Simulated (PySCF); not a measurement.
Gas-phase reaction: 4 WO2Cl2 → W2O6 + 2 WOCl4

Computed with PySCF (xtb for GFN2) and rigid-rotor harmonic-oscillator thermochemistry at 1 bar. † marks an energy on the PBE0/def2-TZVP geometry and frequencies; other levels use their own. MP2 freezes the core. All species are closed-shell singlets. W: scalar-relativistic def2 core potential, no spin-orbit coupling. W2O6: computed as isolated molecules; such fragments, hydroxides, amides, oligomers or adducts are transient or little studied in the gas. MP2 isn't extrapolated to the basis-set limit.

```
level               ΔH°(298 K), kJ
------------------  --------------
BLYP/def2-TZVP†                223
GFN2-xTB                       [?]
MP2/def2-TZVPP†                219
PBE/def2-SVP                   179
ωB97M-V/def2-TZVP†             [?]
```

Task: Fill in the missing entries.

Result: 
- GFN2-xTB, ΔH°(298 K), kJ: -62
- ωB97M-V/def2-TZVP†, ΔH°(298 K), kJ: 164
